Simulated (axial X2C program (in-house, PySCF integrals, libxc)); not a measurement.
## How the levels of EuOH (f7 s1 orbitals) move with the bond length

Calculated with an in-house all-electron X2C program for linear molecules (integrals from PySCF): two-component X2C with atomic mean-field Coulomb and Gaunt terms, basis Eu dyall-v3z, O dyall-av3z, H dyall-v3z (cores contracted in-house). Orbitals come from Hartree–Fock averaged over the configuration Eu f7 s1; CI then distributes these electrons over the f, s shells of Eu.

At Eu–O–H held linear, bonds 2.140 and 0.950 Å (the second held):

```
Ω  energy (cm⁻¹)     g∥  μ (D)  configuration
0              0   0.00  -0.85     100% f7 s1
1              0   4.00  -0.85     100% f7 s1
2              0   7.99  -0.85     100% f7 s1
3              1  11.99  -0.85     100% f7 s1
4              2  15.99  -0.85     100% f7 s1
3           1700  11.98  -0.85     100% f7 s1
2           1701   7.99  -0.85     100% f7 s1
1           1702   3.99  -0.85     100% f7 s1
0           1702   0.00  -0.85     100% f7 s1
```

g∥ is the magnitude of 2⟨Lz + ge Sz⟩ for the +Ω component. μ is positive if the H end is positive. The lowest 14 levels at most are listed.

At Eu–O–H held linear, bonds 1.990 and 0.950 Å (the second held):

| Ω | energy (cm⁻¹) | g∥ | μ (D) | configuration |
| --- | --- | --- | --- | --- |
| 0 | 0 | 0.00 | 0.07 | 100% f7 s1 |
| 1 | 0 | 4.00 | 0.07 | 100% f7 s1 |
| 2 | 1 | 7.99 | 0.07 | 100% f7 s1 |
| 3 | 2 | 11.99 | 0.07 | 100% f7 s1 |
| 4 | 3 | 15.99 | 0.07 | 100% f7 s1 |
| 3 | 1676 | 11.98 | 0.07 | 100% f7 s1 |
| 2 | 1676 | 7.99 | 0.07 | 100% f7 s1 |
| 1 | 1677 | 3.99 | 0.07 | 100% f7 s1 |
| 0 | 1677 | 0.00 | 0.07 | 100% f7 s1 |

The lowest level lies 1927 cm⁻¹ above the lowest at the first distance.

Task: How does the gap from the lowest to the fifth level change between the two distances?

Result: From 2 to 3 cm⁻¹, a factor of 1.70.

Dynamic correlation is missing, so gaps between terms are too wide and other configurations may lie lower; the lowest level listed is that of this model, not necessarily the ground state. At most 4 roots were kept for each Ω > 0 (twice that for Ω = 0) within 2.2 eV of the lowest, so higher up levels can be missing between those listed; levels with Ω > 0 are doubly degenerate and listed once, Ω = 0 levels singly. The molecule was held linear; bending was not examined.
